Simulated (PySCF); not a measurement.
Species: C2H8BO (charge -1).
InChI=1S/C2H8BO/c1-2-4-3/h2H2,1,3H3/q-1

Torsions of this conformer, `[BH3-:1][O:2][CH2:3][CH3:4]`: B1–O2–C3–C4 180°.

The closed-shell ground state was solved at several levels (PySCF, density fitting, gas phase, non-relativistic). Geometry: PBE0-D3(BJ)/def2-SVP, one conformer, isolated ion. The geometry's basis has no diffuse functions, a weakness for an anion. Where the HOMO energy is positive, the finite basis confines the outermost electrons. No diffuse functions stand in pcJ-1, pcSseg-1 and pcSseg-2, which bears on an anion's orbital energies.

```
              level  basis functions  total energy (Eh)  HOMO (eV)  LUMO (eV)  gap (eV)
      PBE0/pcSseg-1              108          -180.8930      -0.98       5.52      6.50
CAM-B3LYP/def2-SVPD              147          -180.9245      -2.59       4.84      7.43
        B3LYP/pcJ-1              188          -181.1597      -0.82       5.23      6.05
```

**Question.** Estimate the row for PBE/pcSseg-2, a basis of 256 functions; the other rows only guide the guess.

**Answer.** Total energy -180.9670 Eh, HOMO 0.15 eV, LUMO 3.58 eV, gap 3.43 eV.

**Question.** Over all these levels, which gives the widest orbital gap and which the narrowest?

**Answer.** CAM-B3LYP/def2-SVPD (range-separated hybrid) has the widest, 7.43 eV, and PBE/pcSseg-2 (GGA) the narrowest, 3.43 eV. Functional and basis both differ between the two, so the spread mixes both effects.
